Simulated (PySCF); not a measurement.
FeHO, SMILES [OH][Fe] (connectivity only; charge and spin as stated), neutral, multiplicity 6.

The structure is a stationary point at B3LYP-D3(BJ)/def2-TZVP. A frequency run showed that this geometry is not a minimum. The multiplicity is an assumed one; other spin states were not compared.

All values below come from B3LYP-D3(BJ)/def2-TZVP run with PySCF.

Frequencies are harmonic and unscaled.

Modes within 1.5 cm⁻¹ of each other (mostly degenerate sets) share a row, with their intensities summed.

| mode | ν (cm⁻¹) | IR (km/mol) | moving atoms (share of kinetic energy) |
|---|---|---|---|
| 1–2 | 271i | 339.6 | H 87 %, O 13 % |
| 3 | 708 | 118.2 | O 72 %, Fe 23 % |
| 4 | 3918 | 54.3 | H 94 % |
